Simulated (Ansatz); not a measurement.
Worked example: H2Se → HSe + H

Species: H2Se (hydrogen selenide) `[SeH2]`, singlet; HSe, doublet; H atom, doublet. 

Shapes, held fixed at every level: PBE0-D4/def2-TZVP. Programs: Ansatz 0.2.0. The zero-point and thermal change to 298 K, harmonic and unscaled (PBE0-D4/def2-TZVP), is -16.3 kJ/mol.

At CCSD(T)/def2-TZVPP; 1 Eh = 2625.50 kJ/mol:

```
species   energy (Eh)
   H2Se  -2401.314764
    HSe  -2400.680045
      H     -0.499810
```

**Question.** Work out ΔH(298 K) of the reaction at this level.

**Answer.** 
1. Products less reactants: (-2400.680045) + (-0.499810) − [(-2401.314764)] = 0.134909 Eh = +354.2 kJ/mol.
2. With the thermal change: +354.2 + (-16.3) = +337.9 kJ/mol.

Other levels give +231.4 (HF/def2-TZVPP) to +337.1 kJ/mol (PBE-D4/def2-TZVPP). No measured value is set beside it here. Open shells run unrestricted. Relativity is left out for Se. Outer-core shells of Se are correlated, in sets that cover them unevenly. The median of the other levels is +327.0 kJ/mol.
